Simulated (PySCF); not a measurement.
# From computed data to an observable: oscillator strength and radiative lifetime

SeHF, SMILES F[SeH].

Geometry optimised at B3LYP-D3(BJ)/def2-TZVP.

PySCF with TDDFT-B3LYP/def2-TZVPD puts the first singlet state with f over 0.02 at 5.28 eV (vertical), with the transition dipole (0.000, 0.000, 0.403) in atomic units.

Q: Find the oscillator strength, the wavelength and the radiative lifetime that this transition would have in vacuum if emission retraced absorption.

A: 
|μ|² = 0.1624 au, so |μ| = 1.02 D. ΔE = 5.28/27.211 = 0.1940 hartree. f = (2/3) ΔE |μ|² = 0.021 (the program prints 0.021).
λ = 1239.84/5.28 = 235 nm; ν = 42586 cm⁻¹.
Einstein's coefficient A = 0.6670 ν² f s⁻¹ (ν in cm⁻¹) = 2.5e7 s⁻¹, so τ = 1/A = 39 ns. This state is S2; the lower singlet has f = 0.000. The figure is the radiative limit of this one transition; relaxation, internal conversion, crossing to triplets and a medium change what is measured.
